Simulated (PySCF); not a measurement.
Radial density of N²⁺ (nitrogen, charge +2)

wB97X-V, [He] 2s2 2p1, 2P determinant. Calculation: PySCF 2.14, in aug-cc-pCVTZ-DK with one added diffuse shell each of s, p, d, f type (8s7p5d3f, 75 functions); the spin-free X2C one-electron Hamiltonian (Gaussian nucleus).

```json
{"r (bohr)": "0.00424", "4πr²ρ (e/bohr)": "0.04652", "4πr²(ρα − ρβ)": "0.0000"}
{"r (bohr)": "0.00713", "4πr²ρ (e/bohr)": "0.1259", "4πr²(ρα − ρβ)": "0.0000"}
{"r (bohr)": "0.0120", "4πr²ρ (e/bohr)": "0.3277", "4πr²(ρα − ρβ)": "0.0001"}
{"r (bohr)": "0.0202", "4πr²ρ (e/bohr)": "0.8210", "4πr²(ρα − ρβ)": "0.0002"}
{"r (bohr)": "0.0339", "4πr²ρ (e/bohr)": "1.906", "4πr²(ρα − ρβ)": "0.0005"}
{"r (bohr)": "0.0571", "4πr²ρ (e/bohr)": "3.897", "4πr²(ρα − ρβ)": "0.0017"}
{"r (bohr)": "0.0960", "4πr²ρ (e/bohr)": "6.411", "4πr²(ρα − ρβ)": "0.0078"}
{"r (bohr)": "0.161", "4πr²ρ (e/bohr)": "7.379", "4πr²(ρα − ρβ)": "0.0404"}
{"r (bohr)": "0.272", "4πr²ρ (e/bohr)": "4.796", "4πr²(ρα − ρβ)": "0.1643"}
{"r (bohr)": "0.457", "4πr²ρ (e/bohr)": "1.981", "4πr²(ρα − ρβ)": "0.4923"}
{"r (bohr)": "0.768", "4πr²ρ (e/bohr)": "2.496", "4πr²(ρα − ρβ)": "0.8371"}
{"r (bohr)": "1.29", "4πr²ρ (e/bohr)": "2.016", "4πr²(ρα − ρβ)": "0.5860"}
{"r (bohr)": "2.17", "4πr²ρ (e/bohr)": "0.3414", "4πr²(ρα − ρβ)": "0.1091"}
{"r (bohr)": "3.66", "4πr²ρ (e/bohr)": "0.006128", "4πr²(ρα − ρβ)": "0.0024"}
```

Densities and radii are taken from the X2C orbitals without a picture-change correction, which distorts them close to the nucleus.
